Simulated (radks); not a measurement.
Q: Species: the rhenium ion Re3+. Configuration: [Xe] 4f14 5d(up 3, down 1) (spins set by hand, not the high-spin state). All-electron calculation, scalar-relativistic Kohn-Sham, BLYP, spin-polarised, spherical densities, finite nucleus; Fermi nuclear charge, rms radius 5.3698 fm. Program: a radial shooting solver on a logarithmic mesh with Libxc functionals. Some entries of the table are withheld. Estimate them.

orbital  occ.  eigenvalue (eV)  <1/r> (bohr^-1)
1s down     1        -71673.78            88.72
1s up       1        -71673.78            88.72
2s up       1        -12452.59            20.76
2s down     1        -12452.47            20.76
2p up       3        -10874.26            18.75
2p down     3        -10874.17            18.75
3s up       1        -2905.738            7.690
3s down     1        -2905.703            7.690
3p up       3        -2440.148            7.086
3p down     3        -2440.108            7.086
3d up       5        -1911.451            6.691
3d down     5        -1911.373            6.691
4s up       1        -629.7597            3.274
4s down     1        -629.6516            3.274
4p up       3        -476.9822            2.972
4p down     3        -476.8812            2.972
4d up       5        -285.1066            2.648
4d down     5        -284.9878            2.648
5s up       1              (1)            1.295
5s down     1              (2)            1.301
5p up       3              (3)            1.096
5p down     3              (4)            1.102
4f up       7         -72.1591            2.163
4f down     7         -71.9360            2.167
5d up       3         -33.6099           0.7654
5d down     1         -32.2147           0.7624

A: 
(1) 5s up eigenvalue (eV): -115.2869
(2) 5s down eigenvalue (eV): -114.3353
(3) 5p up eigenvalue (eV): -76.9274
(4) 5p down eigenvalue (eV): -75.7102
